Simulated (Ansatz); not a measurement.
`C#[C][Hf]([OH])([OH])[F]`, relaxed with RKS PBE0-D4/def2-TZVP in the Gaussian-basis code of Ansatz from a GFN2-xTB geometry. The force threshold is 0.005 eV/Å; the program also tests the step.

Total charge 0; spin multiplicity 1. Hf: def2 effective core potential.

Start:

```xyz
9

C    -1.663    2.301    0.793
C    -0.984    1.348    0.488
Hf    0.249   -0.353   -0.106
O    -0.188   -1.192   -1.728
O     2.112   -0.140    0.001
F     0.223   -1.972    0.909
H    -2.258    3.129    1.068
H    -0.005   -2.135   -1.650
H     2.513   -0.987    0.225
```

| step | energy (eV) | largest force (eV/Å) | largest move (Å) |
| --- | --- | --- | --- |
| 1 | -10238.3392 | 1.694 | 0.000 |
| 2 | -10238.7014 | 0.644 | 0.195 |
| 3 | -10238.8260 | 1.030 | 0.193 |
| 4 | -10238.9106 | 0.982 | 0.123 |
| 5 | -10239.0147 | 0.440 | 0.181 |
| 6 | -10239.0739 | 0.579 | 0.198 |
| 7 | -10239.0836 | 0.396 | 0.146 |
| 8 | -10239.0964 | 0.460 | 0.044 |
| 9 | -10239.1051 | 0.056 | 0.092 |
| 10 | -10239.1056 | 0.011 | 0.013 |
| 11 (rejected) | -10239.1049 | 0.136 | 0.033 |
| 12 | -10239.1056 | 0.008 | 0.004 |
| 13 | -10239.1056 | 0.006 | 0.004 |
| 14 | -10239.1056 | 0.001 | 0.001 |

End:

```xyz
9

C    -1.515    2.162    0.688
C    -0.886    1.145    0.476
Hf    0.233   -0.713    0.128
O    -0.290   -1.402   -1.572
O     2.094   -0.301    0.218
F    -0.214   -1.969    1.498
H    -2.067    3.055    0.874
H    -0.390   -1.780   -2.439
H     3.035   -0.198    0.129
```

Hardware: 4 threads of an Arm Neoverse V2 on a shared host. Wall time 51 s, peak host memory 0.56 GiB.
